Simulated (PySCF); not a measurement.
## J couplings in C11H12O

Geometry:
| atom | x (Å) | y (Å) | z (Å) |
| --- | --- | --- | --- |
| C1 | 4.553 | 2.095 | 1.852 |
| C2 | 3.535 | 1.859 | 0.756 |
| C3 | 2.368 | 0.998 | 1.189 |
| O4 | 2.301 | 0.529 | 2.306 |
| C5 | 1.319 | 0.762 | 0.167 |
| C6 | 0.238 | 0.018 | 0.465 |
| C7 | -0.890 | -0.321 | -0.396 |
| C8 | -1.005 | 0.133 | -1.722 |
| C9 | -2.099 | -0.221 | -2.501 |
| C10 | -3.104 | -1.037 | -1.975 |
| C11 | -3.006 | -1.495 | -0.663 |
| C12 | -1.909 | -1.140 | 0.117 |
| H13 | 4.941 | 1.141 | 2.235 |
| H14 | 5.398 | 2.696 | 1.487 |
| H15 | 4.096 | 2.619 | 2.704 |
| H16 | 3.122 | 2.808 | 0.368 |
| H17 | 3.991 | 1.372 | -0.125 |
| H18 | 1.459 | 1.211 | -0.821 |
| H19 | 0.209 | -0.381 | 1.487 |
| H20 | -0.229 | 0.773 | -2.146 |
| H21 | -2.173 | 0.142 | -3.529 |
| H22 | -3.963 | -1.313 | -2.590 |
| H23 | -3.788 | -2.133 | -0.244 |
| H24 | -1.831 | -1.499 | 1.147 |

Method: B3LYP/pcJ-1 (without the spin–dipole term)//PBE0-D3(BJ)/def2-SVP, PySCF 2.14; isolated molecule, single conformer, non-relativistic. Couplings are averaged over pairs made equivalent by symmetry, fast rotation or ring inversion, so a value needn't be that of the named pair in this geometry, while other rotamers aren't included; one pair stands for each set, and the list holds a selection of those of at least 0.8 Hz over up to four bonds, among pairs with at least one H atom (others weren't computed).

Isotopes: $^{13}$C, $^{1}$H, $^{17}$O. Couplings to quadrupolar nuclei such as 17O and 33S are rarely resolved in practice.

```csv
pair,bonds,J (Hz)
"C1, H13",1,134.4
"C2, H16",1,128.0
"C5, H18",1,160.7
"C6, H19",1,163.6
"C8, H20",1,165.9
"C9, H21",1,?
"C10, H22",1,168.1
"C2, H13",2,?
"C3, H18",2,6.7
"C5, H19",2,-2.5
"C9, H20",2,1.1
"C9, H22",2,?
"H13, H14",2,-14.1
"O4, H16",3,?
"C7, H18",3,?
"C7, H21",3,7.9
"C8, H19",3,?
"C8, H22",3,8.2
"C8, H24",3,?
"C9, H23",3,8.2
"C10, H20",3,8.2
"H13, H16",3,8.0
"H20, H21",3,8.8
"C7, H22",4,?
"C9, H24",4,-1.2
"H21, H23",4,1.0
```

Estimate the withheld couplings, with signs.

Answers


- $^{1}J$(C9,H21) = 167.8 Hz (bond length 1.093 Å, sp2 carbon)
- $^{2}J$(C2,H13) = -3.8 Hz (mean over equivalent pairs that range from -4.7 to -2.1 Hz in this conformer)
- $^{2}J$(C9,H22) = 1.6 Hz (angle at C10 120°)
- $^{3}J$(O4,H16) = -1.6 Hz (dihedral angle 126°)
- $^{3}J$(C7,H18) = 5.4 Hz (dihedral angle 0°)
- $^{3}J$(C8,H19) = 6.4 Hz (dihedral angle 179°)
- $^{3}J$(C8,H24) = 6.8 Hz (dihedral angle 180°)
- $^{4}J$(C7,H22) = -1.6 Hz
